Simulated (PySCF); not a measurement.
C3H6BN3. Atoms are numbered in the order given.

```xyz
13

C     -0.3144     2.6010     0.0000
N      0.5949     1.4725     0.0000
B      0.2459     0.1338     0.0000
N     -1.1661    -0.3780     0.0000
C     -0.9925    -1.6444     0.0000
C      0.4909    -2.0193     0.0000
N      1.2450    -0.9871     0.0000
H     -0.1697     3.2350     0.8916
H     -0.1697     3.2350    -0.8916
H     -1.3458     2.2254     0.0000
H      1.5859     1.6993     0.0000
H     -1.8125    -2.3814     0.0000
H      0.8620    -3.0574     0.0000
```
Charge 0, spin multiplicity 1.

Coordinates come from a B3LYP-D3(BJ)/def2-SVP optimisation. The structure was generated by enumeration, and PubChem lists no compound with its InChIKey, so it may never have been made. Other conformers were not sampled.

The numbers are results of PySCF with PBE/pcSseg-1, not measurements.

GIAO shieldings, no solvent; atoms listed in one row are averaged. δ = σ(ref) − σ: ¹³C against TMS (σ = 182.0 ppm); ¹⁵N against NH3 (σ = 267.0 ppm); ¹¹B against BF3 (σ = 83.9 ppm); ¹H against TMS (σ = 31.49 ppm), references at their B3LYP-D3(BJ)/def2-TZVP geometries, non-relativistic.

```tsv
nucleus	atoms	count	δ (ppm)
¹³C	C5, C6	2	179.7
¹³C	C1	1	36.2
¹⁵N	N7	1	409.2
¹⁵N	N4	1	399.7
¹⁵N	N2	1	136.4
¹¹B	B3	1	22.8
¹H	H12, H13	2	8.40
¹H	H11	1	5.12
¹H	H8, H9, H10	3	3.81
```
